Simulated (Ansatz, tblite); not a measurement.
Isomers of Na5F4 (doublet), found by a short tight-binding search and relaxed with PBE0-D4/def2-SVP in Ansatz.

The xTB rows come from tblite. Correlated methods freeze 9 core orbitals; core or outer-core shells of Na are correlated, in sets that lack core-valence functions.

A: At HF/STO-3G the highest occupied level of the charge 0 doublet lies above zero (up to 5.09 eV). In Hartree–Fock with STO-3G the lack of diffuse functions raises the level. B: At HF/STO-3G the highest occupied level of the charge 0 doublet lies above zero (up to 9.00 eV). In Hartree–Fock with STO-3G the lack of diffuse functions raises the level. C: At HF/STO-3G the highest occupied level of the charge 0 doublet lies above zero (up to 5.94 eV). In Hartree–Fock with STO-3G the lack of diffuse functions raises the level. D: At HF/STO-3G the highest occupied level of the charge 0 doublet lies above zero (up to 5.36 eV). In Hartree–Fock with STO-3G the lack of diffuse functions raises the level.

Other spin states weren't relaxed.

A:

```xyz
9

Na    0.984   -1.321   -1.214
Na    0.358    2.260   -2.294
Na    0.732   -4.261    1.406
Na   -1.245    2.509    0.913
Na   -0.545   -1.184    1.974
F     0.501   -2.339    0.538
F    -1.129    0.740    1.877
F     0.987    0.342   -2.340
F    -0.644    3.255   -0.860
```

B:

```xyz
9

Na   -2.0367    0.1029   -1.9446
Na   -1.7992    1.0848    1.8785
Na    0.3576    0.6468   -0.1883
Na    1.4364   -1.7410   -1.6880
Na    1.6733   -0.7601    2.1363
F    -0.0311   -0.3570   -2.1363
F     1.9803   -0.8514    0.0954
F     0.2277    0.7127    2.0328
F    -1.8082    1.1621   -0.1859
```

C:

```xyz
9

Na   -0.5174    4.2963    0.5054
Na    0.9964    0.7796    0.4004
Na    2.5727   -3.0436    0.0915
Na   -2.4116    1.4385   -0.3331
Na   -0.1022   -1.9576   -0.2981
F    -2.2583    3.4144   -0.0304
F    -0.9593   -0.0243   -0.1882
F     1.8860   -1.1039    0.3160
F     0.7937   -3.7993   -0.4636
```

D:

```xyz
9

Na    3.6817   -1.4257    2.7103
Na    0.9864   -0.1631   -0.2140
Na   -1.9502    0.5299   -0.4639
Na   -1.4630    1.0889   -3.2955
Na    0.4805   -0.7344    2.6734
F     2.1994   -0.8000    1.3948
F    -0.1247    0.4579   -1.8561
F    -3.0598    1.1516   -2.0813
F    -0.7502   -0.1051    1.1322
```

Task: Estimate which lies lowest at each level, and how far above it the others are (kJ/mol).

Result: 
```csv
level,A,B,C,D
GFN1-xTB,28.2,18.1,0.0,31.9
GFN2-xTB,28.9,0.0,34.9,41.1
HF/STO-3G,85.6,101.1,149.5,0.0
HF/def2-SVP,31.4,3.5,38.5,0.0
HF/def2-TZVP,28.4,2.3,31.4,0.0
PBE-D4/def2-SVP,59.8,0.0,69.3,30.8
PBE-D4/def2-TZVP,45.4,0.0,49.9,20.3
r2SCAN-D4/def2-TZVP,58.3,0.0,52.9,18.7
r2SCANh-D4/def2-TZVP,56.0,0.0,51.1,17.0
PBE0-D4/def2-SVP,52.9,0.0,60.8,21.6
PBE0-D4/def2-TZVP,41.6,0.0,44.4,13.8
r2SCAN0-D4/def2-TZVP,52.7,0.0,48.5,14.5
MP2/def2-SVP,34.3,0.0,43.4,3.4
MP2/def2-TZVP,37.0,0.0,36.5,3.8
CCSD/def2-SVP,37.1,0.0,45.3,5.1
CCSD(T)/def2-SVP,38.9,0.0,47.2,6.8
```
Point groups (tolerance 0.1 Å): A Cs, B C4v, C not assigned, D Cs. Lower isomers may exist. From def2-SVP to def2-TZVP the PBE0 values move by up to 16.4 kJ/mol, so results in the small set are rough.
